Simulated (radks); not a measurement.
Values are calculated unless marked as measured or tabulated.
Question: The mean radii <r> (bohr) of the occupied orbitals of an atom or ion are listed with their occupations. Level of theory: Dirac Kohn-Sham, LDA (Slater exchange, Perdew-Wang correlation), spin-unpolarised, spherical densities, finite nucleus; Fermi nuclear charge, rms radius of each element as measured or else 0.836 A^(1/3) + 0.57 fm (a radial shooting solver on a logarithmic mesh with Libxc functionals).

| orbital | occ. | <r> |
|---|---|---|
| 1s1/2 | 2 | 0.01607 |
| 2s1/2 | 2 | 0.06696 |
| 2p1/2 | 2 | 0.05489 |
| 2p3/2 | 4 | 0.06381 |
| 3s1/2 | 2 | 0.1741 |
| 3p1/2 | 2 | 0.1645 |
| 3p3/2 | 4 | 0.1808 |
| 3d3/2 | 4 | 0.1570 |
| 3d5/2 | 6 | 0.1619 |
| 4s1/2 | 2 | 0.3844 |
| 4p1/2 | 2 | 0.3854 |
| 4p3/2 | 4 | 0.4202 |
| 4d3/2 | 4 | 0.4248 |
| 4d5/2 | 6 | 0.4359 |
| 5s1/2 | 2 | 0.8536 |
| 4f5/2 | 6 | 0.4508 |
| 4f7/2 | 8 | 0.4572 |
| 5p1/2 | 2 | 0.9115 |
| 5p3/2 | 4 | 1.004 |
| 5d3/2 | 4 | 1.268 |
| 5d5/2 | 6 | 1.314 |
| 6s1/2 | 2 | 2.170 |

Name the element and its charge. Open shells, if any, are shared by 2j + 1.

Answer: Z = 82, lead, charge +2: Pb2+ in [Hg]. The 1s radius gives Z: for a bare nucleus <r> = (2 gamma + 1)/(2Z) with gamma = sqrt(1 - (Z/c)^2), 0.01587 bohr for Z = 82, and screening makes it slightly larger (0.01607 here). The occupations add up to 80, and the charge is Z minus that.
